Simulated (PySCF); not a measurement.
## Adding and removing an electron: SrCl

UHF-CCSD(T); basis Sr def2-SVPD with ECP28, Cl def2-SVPD; scalar-relativistic core potentials; PySCF 2.14. Neutral (UHF): doublet (σ ↑), Re = 2.654 Å, ωe = 295 cm⁻¹, De = 4.09 eV.

SrCl⁻ (RHF): singlet (closed shell), Re = 2.765 Å, ωe = 237 cm⁻¹, De = 1.84 eV to Sr + Cl⁻. The energies at the minima are -490.04499 hartree for SrCl and -490.08922 for SrCl⁻.

Question: Work out the adiabatic electron affinity, without and with harmonic zero-point energies (1 hartree = 27.2114 eV, 1 eV = 8065.5 cm⁻¹), and the change of the bond length.

Answer: At CCSD(T): 0.04423 hartree = 1.204 eV between the minima; the zero-point term (295.0 − 237.0)/2 cm⁻¹ = +0.004 eV makes it 1.207 eV. Re changes by +11.1 pm against the neutral. The electron enters a σ orbital, and the longer bond of the ion fits an antibonding orbital, or a change in how ionic the bond is.

Correlated steps freeze 5 core orbitals. Correlated levels converge slowly with the basis: in double zeta they bind strong bonds too weakly, by up to about 1 eV, and carry superposition errors of some tenths. For an ion De counts to the pair picked by the measured ionisation energies or electron affinities, which need not be the lowest pair at this level. States were picked by a PBE0 search and need not be the measured ground states.

Neutral and ion stand on different kinds of reference determinant, which adds to the error of the difference.
